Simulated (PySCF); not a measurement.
**Core-level binding energies of ZnF2**

Compound: ZnF₂ (singlet state).
Z-matrix (Å and degrees, PBE0-D3(BJ)/def2-SVP geometry), rows numbered from 1:
```
Zn
F   1  1.7290
F   1  1.7290  2  179.69
```

Computed, not measured: PySCF, delta-SCF UKS SCAN, pcX-2 on the ionised atom (unc-x2c-TZVPall on a metal), pcseg-1 elsewhere, spin-free X2C. Binding energies are ΔSCF values: E(core-ionised, relaxed orbitals) − E(ground state) at a fixed geometry, referred to the vacuum level.

Task: Give the core binding energies atom by atom.

Result: 
| atom(s) | bonded to | level | binding energy (eV) | count |
| --- | --- | --- | --- | --- |
| F2/F3 | Zn | F 1s | 691.52 | 2 |

Task: Give the binding energy of F 1s of F2 (atom 2)/F3 in hartree and in kJ/mol.

Result: 691.52 eV = 25.4129 Eh = 66722 kJ/mol.

The first atom of each set that the bonding makes equivalent was ionised and stands for the set. Not every level is listed. No level of zinc is listed. Geometry: PBE0-D3(BJ)/def2-SVP; no solvent, vibrations or thermal averaging. Metal 2p energies of this one-determinant scheme are less reliable than its 1s energies.
